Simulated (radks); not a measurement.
Task: These are the eigenvalues of the occupied orbitals of an atom or ion with whole-number occupations (eV). Method: scalar-relativistic Kohn-Sham, PBE, spin-unpolarised, spherical densities, point nucleus; computed with a radial shooting solver on a logarithmic mesh with Libxc functionals.

orbital  eigenvalue
1s        -69756.66
2s        -12249.82
2p        -10744.25
3s        -3013.557
3p        -2567.694
3d        -2055.520
4s        -817.2345
4p        -670.4534
4d        -484.2924
5s        -301.0592
4f        -275.8834

Which element is it, and in what charge state? The configuration may be excited.

Result: Z = 74, tungsten, charge +13: W13+ in [Kr] 4d10 4f13 5s2. The list shows which subshells hold electrons but not how many an open one holds; the 1s level, -2563.5 hartree, gives Z - s = 71.6 by -(Z - s)^2/2, which with screening and relativity narrows Z to a few neighbours, and the depths of the outer levels then fix element, charge and occupations together.
